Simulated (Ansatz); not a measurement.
Basis-set extrapolation for `C=C[SiH2][SiH2]O` (PBE0-D4/def2-TZVP geometry, frozen core, the Gaussian-basis code of Ansatz). Multiplicity 1, RHF reference.

```
                      def2-TZVPP   def2-QZVPP
                 HF  -733.230705  -733.256108
    MP2 correlation    -0.811866    -0.871075
CCSD(T) correlation    -0.903574      not run
```

Energies in hartree. Use E(X) = E(∞) + A·exp(−7.88·√X) for Hartree–Fock and E(X) = E(∞) + B·X^(−2.97) for correlation, with X = 3 and 4, and add CCSD(T) minus MP2 of the smaller set to the MP2 limit.

Problem. What is the CCSD(T) energy at the basis-set limit?

Solution. HF limit: -733.256108 + (-0.025403) × 0.13774 = -733.25961. MP2 limit: -0.871075 + (-0.059209) × 0.74074 = -0.91493. Higher-order term: -0.903574 − (-0.811866) = -0.09171. Total: -734.26625 hartree, 82.8 kcal/mol below CCSD(T)/def2-TZVPP.
